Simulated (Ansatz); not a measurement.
Ansatz (an electronic-structure program) input (B3LYP-D3(BJ)/def2-TZVP):

Ansatz 0.2 input:
```yaml
crystal:
  periodic: [false, false, false]
  atoms:
    - {symbol: Mn, position_ang: [-0.00000000, -0.00000000, -1.40628783]}
    - {symbol: Br, position_ang: [0.00000000, 0.00000000, 1.00449130]}
basis:
  gaussian:
    orbitals: def2-TZVP
hamiltonian:
  xc: b3lyp
  dispersion: d3bj
magnetization: {spin_polarized: true, initial_magnetization: 6}
phonons: {temperatures: {t_min: 298.15, t_max: 298.15, t_step: 100}}
```

Output:

```
Functional definition: B3LYP
integrals: 0.04 GiB planned
789 factors; integrals over basis functions are off by at most 2.4e-4 eV
mean field: 0.59 GiB planned
mean field evaluation 1: about -101355.2577 eV, gradient 6.6e1 eV
mean field evaluation 2: about -101159.3998 eV, gradient 2.1e2 eV
mean field evaluation 4: about -101369.1045 eV, gradient 7.2e0 eV
mean field evaluation 8: about -101369.3492 eV, gradient 3.4e-1 eV
mean field evaluation 16: about -101369.3501 eV, gradient 1.1e-4 eV
mean field -101369.35005123 eV, -3725.2549037693 hartree, gradient 1.5e-5 eV, S^2 12.003636; 0 other end points of the search recorded, 0 dependent functions left out
the calculation of the forces begins
reference -101369.35023962 eV, -3725.2549106925 hartree; 33, 27 occupied and 60, 66 virtual orbitals, 789 factors
these checks for a lower state are left out or cut short: stability, starts, cluster_reference, orbital_swaps, neighbouring_geometries, increment
integrals: 0.04 GiB planned
789 factors; integrals over basis functions are off by at most 2.4e-4 eV
mean field: 0.59 GiB planned
mean field -101369.35005122 eV, -3725.2549037689 hartree, gradient 3.6e-7 eV, S^2 12.003636; 0 other end points of the search recorded, 0 dependent functions left out
the calculation of the forces begins
reference -101369.35023960 eV, -3725.2549106920 hartree; 33, 27 occupied and 60, 66 virtual orbitals, 789 factors
these checks for a lower state are left out or cut short: stability, starts, cluster_reference, orbital_swaps, neighbouring_geometries, increment
integrals: 0.04 GiB planned
789 factors; integrals over basis functions are off by at most 2.4e-4 eV
mean field: 0.59 GiB planned
mean field evaluation 32: about -101369.3501 eV, gradient 2.2e-6 eV
mean field -101369.35005122 eV, -3725.2549037689 hartree, gradient 3.6e-7 eV, S^2 12.003636; 0 other end points of the search recorded, 0 dependent functions left out
the calculation of the forces begins
reference -101369.35023960 eV, -3725.2549106920 hartree; 33, 27 occupied and 60, 66 virtual orbitals, 789 factors
these checks for a lower state are left out or cut short: stability, starts, cluster_reference, orbital_swaps, neighbouring_geometries, increment
integrals: 0.04 GiB planned
789 factors; integrals over basis functions are off by at most 2.4e-4 eV
mean field: 0.59 GiB planned
mean field -101369.35005122 eV, -3725.2549037689 hartree, gradient 3.6e-7 eV, S^2 12.003636; 0 other end points of the search recorded, 0 dependent functions left out
the calculation of the forces begins
reference -101369.35023960 eV, -3725.2549106920 hartree; 33, 27 occupied and 60, 66 virtual orbitals, 789 factors
these checks for a lower state are left out or cut short: stability, starts, cluster_reference, orbital_swaps, neighbouring_geometries, increment
integrals: 0.04 GiB planned
789 factors; integrals over basis functions are off by at most 2.4e-4 eV
mean field: 0.59 GiB planned
mean field -101369.35005122 eV, -3725.2549037689 hartree, gradient 3.6e-7 eV, S^2 12.003636; 0 other end points of the search recorded, 0 dependent functions left out
the calculation of the forces begins
reference -101369.35023960 eV, -3725.2549106920 hartree; 33, 27 occupied and 60, 66 virtual orbitals, 789 factors
these checks for a lower state are left out or cut short: stability, starts, cluster_reference, orbital_swaps, neighbouring_geometries, increment
integrals: 0.04 GiB planned
789 factors; integrals over basis functions are off by at most 2.4e-4 eV
mean field: 0.59 GiB planned
mean field -101369.35004896 eV, -3725.2549036861 hartree, gradient 2.1e-6 eV, S^2 12.003641; 0 other end points of the search recorded, 0 dependent functions left out
the calculation of the forces begins
reference -101369.35023731 eV, -3725.2549106076 hartree; 33, 27 occupied and 60, 66 virtual orbitals, 789 factors
these checks for a lower state are left out or cut short: stability, starts, cluster_reference, orbital_swaps, neighbouring_geometries, increment
integrals: 0.04 GiB planned
789 factors; integrals over basis functions are off by at most 2.5e-4 eV
mean field: 0.59 GiB planned
mean field -101369.34999802 eV, -3725.2549018139 hartree, gradient 2.3e-6 eV, S^2 12.003631; 0 other end points of the search recorded, 0 dependent functions left out
the calculation of the forces begins
reference -101369.35018645 eV, -3725.2549087386 hartree; 33, 27 occupied and 60, 66 virtual orbitals, 789 factors
these checks for a lower state are left out or cut short: stability, starts, cluster_reference, orbital_swaps, neighbouring_geometries, increment
integrals: 0.04 GiB planned
789 factors; integrals over basis functions are off by at most 2.4e-4 eV
mean field: 0.59 GiB planned
mean field evaluation 64: about -101369.3501 eV, gradient 2.0e-5 eV
mean field -101369.35005122 eV, -3725.2549037689 hartree, gradient 3.6e-7 eV, S^2 12.003636; 0 other end points of the search recorded, 0 dependent functions left out
the calculation of the forces begins
reference -101369.35023960 eV, -3725.2549106920 hartree; 33, 27 occupied and 60, 66 virtual orbitals, 789 factors
these checks for a lower state are left out or cut short: stability, starts, cluster_reference, orbital_swaps, neighbouring_geometries, increment
integrals: 0.04 GiB planned
789 factors; integrals over basis functions are off by at most 2.4e-4 eV
mean field: 0.59 GiB planned
mean field -101369.35005122 eV, -3725.2549037689 hartree, gradient 3.6e-7 eV, S^2 12.003636; 0 other end points of the search recorded, 0 dependent functions left out
the calculation of the forces begins
reference -101369.35023960 eV, -3725.2549106920 hartree; 33, 27 occupied and 60, 66 virtual orbitals, 789 factors
these checks for a lower state are left out or cut short: stability, starts, cluster_reference, orbital_swaps, neighbouring_geometries, increment
integrals: 0.04 GiB planned
789 factors; integrals over basis functions are off by at most 2.4e-4 eV
mean field: 0.59 GiB planned
mean field -101369.35005122 eV, -3725.2549037689 hartree, gradient 3.6e-7 eV, S^2 12.003636; 0 other end points of the search recorded, 0 dependent functions left out
the calculation of the forces begins
reference -101369.35023960 eV, -3725.2549106920 hartree; 33, 27 occupied and 60, 66 virtual orbitals, 789 factors
these checks for a lower state are left out or cut short: stability, starts, cluster_reference, orbital_swaps, neighbouring_geometries, increment
integrals: 0.04 GiB planned
789 factors; integrals over basis functions are off by at most 2.4e-4 eV
mean field: 0.59 GiB planned
mean field -101369.35005122 eV, -3725.2549037689 hartree, gradient 3.6e-7 eV, S^2 12.003636; 0 other end points of the search recorded, 0 dependent functions left out
the calculation of the forces begins
reference -101369.35023960 eV, -3725.2549106920 hartree; 33, 27 occupied and 60, 66 virtual orbitals, 789 factors
these checks for a lower state are left out or cut short: stability, starts, cluster_reference, orbital_swaps, neighbouring_geometries, increment
integrals: 0.04 GiB planned
789 factors; integrals over basis functions are off by at most 2.5e-4 eV
mean field: 0.59 GiB planned
mean field evaluation 96: about -101369.3500 eV, gradient 2.3e-6 eV
mean field -101369.34999802 eV, -3725.2549018139 hartree, gradient 2.3e-6 eV, S^2 12.003631; 0 other end points of the search recorded, 0 dependent functions left out
the calculation of the forces begins
reference -101369.35018645 eV, -3725.2549087386 hartree; 33, 27 occupied and 60, 66 virtual orbitals, 789 factors
these checks for a lower state are left out or cut short: stability, starts, cluster_reference, orbital_swaps, neighbouring_geometries, increment
integrals: 0.04 GiB planned
789 factors; integrals over basis functions are off by at most 2.4e-4 eV
mean field: 0.59 GiB planned
mean field -101369.35004896 eV, -3725.2549036861 hartree, gradient 2.1e-6 eV, S^2 12.003641; 0 other end points of the search recorded, 0 dependent functions left out
the calculation of the forces begins
reference -101369.35023731 eV, -3725.2549106076 hartree; 33, 27 occupied and 60, 66 virtual orbitals, 789 factors
Total energy: -101369.42702095 eV, -3725.2577323546 hartree
Atom 0 at    -0.000000    -0.000000    -1.406288 Å, force     0.000000     0.000000    -0.000006 eV/Å
Atom 1 at     0.000000     0.000000     1.004491 Å, force     0.000000    -0.000000     0.000006 eV/Å
Dipole moment:    -0.000000    -0.000000    -0.688225 e Å
Vibrations: 272.44 cm⁻¹, zero-point energy 0.016889 eV
```

The spin state was set by rule; other spins were not relaxed.
